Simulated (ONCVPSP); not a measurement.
Building the ONCV potential for Tc (Z = 43) (PBEsol, scalar-relativistic).

| Quantity | Value |
| --- | --- |
| Element | technetium (Tc) |
| Generator | ONCVPSP 4.0.1 |
| Type | optimised norm-conserving Vanderbilt (ONCV) |
| Functional | PBEsol |
| Relativity | scalar-relativistic |
| Frozen core | [Ar] 3d10 |
| Valence charge | 15 |
| Reference configuration | 4s2 4p6 4d5 5s1 (charge +1) |
| Partial waves | 4s+5s: rc 2.00 bohr, ncon 3, nbas 7, qcut 5.4 1/bohr, 2 projectors; 4p: rc 1.40 bohr, ncon 5, nbas 9, qcut 9 1/bohr, 1 projector; 4d: rc 2.05 bohr, ncon 3, nbas 8, qcut 6 1/bohr, 2 projectors, debl 1.1 Ha |
| Local potential | polynomial inside 1.35 bohr (lpopt 3, dvloc0 2 Ha) |
| Core correction | Teter function, fcfact 1.5, rcfact 1.65 |

Question: Estimate the cutoffs (Ha) at which the residual kinetic energy of the hardest occupied pseudo-wave falls to 1 and 0.1 mHa per electron.

Answer: 32 Ha and 39 Ha.

Question: Does the potential have ghost states?

Answer: No bound ghost flagged; no localised positive-energy state flagged.

Question: Which valence shell sets the plane-wave cutoff?

Answer: 4p: 32 Ha for 1 mHa per electron, against 15 Ha for 4d.

Question: Tests: 4s2 4p6 4d5 5s2; 4s2 4p6 4d5 5s0; 4s2 4p6 4d4 5s0; 4s2 4p6 4d5 5s0 5p1. Which has the largest error in its energy relative to the reference configuration, and how large is it?

Answer: 4s2 4p6 4d5 5s0 5p1, with +299 meV (all-electron minus pseudo) on +4.63 eV.
